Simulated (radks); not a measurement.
Results of a calculation; reference values are marked as such.
Polarisability of the lead ion Pb3+, [Xe] 4f14 5d10 6s1, at imaginary frequency. Level of theory: scalar-relativistic Kohn-Sham, LB94 model potential, spin-polarised, spherical densities, finite nucleus; open shells are filled with parallel spins first (spin-orbit coupling, left out, can overturn this in heavy ions); Fermi nuclear charge, rms radius 5.5012 fm (a radial shooting solver on a logarithmic mesh with Libxc functionals). Response by self-consistent Sternheimer equations with the Hartree and adiabatic LDA kernel, the relativistic mass of each level held fixed and spin-orbit coupling left out.

| w (hartree) | alpha1(iw) (bohr^3) | alpha2(iw) (bohr^5) |
|---|---|---|
| 0.00266 | 7.791 | 21.19 |
| 0.0143 | 7.787 | 21.19 |
| 0.0360 | 7.767 | 21.15 |
| 0.0697 | 7.704 | 21.04 |
| 0.118 | 7.549 | 20.75 |
| 0.186 | 7.236 | 20.17 |
| 0.280 | 6.699 | 19.12 |
| 0.413 | 5.922 | 17.44 |
| 0.605 | 4.973 | 15.04 |
| 0.892 | 3.952 | 12.02 |
| 1.35 | 2.916 | 8.682 |
| 2.12 | 1.901 | 5.508 |
| 3.59 | 1.007 | 2.880 |
| 6.94 | 0.3927 | 1.069 |
| 17.5 | 0.09728 | 0.2092 |

Static values: alpha1 = 7.791 bohr^3 (1.154 angstrom^3; uncoupled 13.37), alpha2 = 21.19 bohr^5, alpha3 = 120.8 bohr^7. C6 = 44.30, C8 = 640.3, triple-dipole C9 = 226.7 atomic units. One-pole (London) frequency 4 C6 / (3 alpha1^2) = 0.973 hartree, against 1.675 for minus the highest occupied eigenvalue.
